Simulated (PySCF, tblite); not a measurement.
Compound: C₅H₃F₃O₄.
Atom-mapped SMILES: `[O:1]=[C:2]1[O:3][CH2:4][C@@H:5]([C:6]([F:7])([F:8])[F:9])[O:10][C:11]1=[O:12]` (hydrogens: H13, H14 on C4; H15 on C5)

The geometry is computed with GFN2-xTB (gas phase).

Give the optimised bond lengths and angles.

```tsv
bond	length (Å)
O1=C2	1.192
C2–O3	1.346
O3–C4	1.415
C4–C5	1.527
C5–C6	1.537
C6–F7, C6–F9	1.329
C6–F8	1.341
C5–O10	1.414
O10–C11	1.358
C11=O12	1.189
C2–C11	1.547
C4–H13	1.092
C4–H14	1.098
C5–H15	1.101
```

Bonds in one row agree within 0.01 Å and their mean is given. A selection of angles:
```tsv
angle	degrees
O1–C2–O3	121.6
O1–C2–C11	121.7
O3–C2–C11	116.8
C2–O3–C4	117.8
O3–C4–C5	108.8
O3–C4–H13	106.3
O3–C4–H14	110.5
C5–C4–H13	111.9
C5–C4–H14	109.6
H13–C4–H14	109.7
C4–C5–C6	111.3
C4–C5–O10	109.5
C4–C5–H15	110.9
C6–C5–O10	106.9
C6–C5–H15	107.8
O10–C5–H15	110.5
C5–C6–F7	112.3
C5–C6–F8	109.9
F7–C6–F8	107.4
C5–O10–C11	118.0
O10–C11–O12	120.8
C2–C11–O10	116.4
C2–C11–O12	122.8
```

Torsions: O1–C2–O3–C4 -177° (antiperiplanar); C2–O3–C4–C5 42° (synclinal); O3–C4–C5–C6 179° (antiperiplanar); C4–C5–C6–F7 179° (antiperiplanar); C4–C5–O10–C11 37° (synclinal); C5–O10–C11–O12 -175° (antiperiplanar); O1–C2–C11–O10 149° (anticlinal).

O10 (ester single-bonded oxygen) is bent (angle 118.0°). The 6-membered ring C2–O3–C4–C5–O10–C11 has internal angles of 108.8° to 118.0° (sum 687°, against 720° for a flat polygon); it is puckered, 0.24 Å rms from its mean plane, widest ring torsion 63°. O3 (ester single-bonded oxygen) is bent (angle 117.8°). The 6 C–O bonds span 1.189 Å (C11=O12, drawn double) to 1.415 Å (O3–C4, drawn single), a spread of 0.226 Å. Of the pairs four or more bonds apart, F9···H14 is among the closest relative to their van der Waals radii: 2.59 Å, 97 % of the sum of Bondi's values.

Point group: C1 (no symmetry element, even within 0.4 Å). Its GFN2-xTB frequencies are all real (lowest 44 cm⁻¹). The numbers are those of one conformer. 3 starts were optimised and ended at 0.00, 0.00 and 0.16 kcal/mol (GFN2-xTB); the lowest of these is shown.
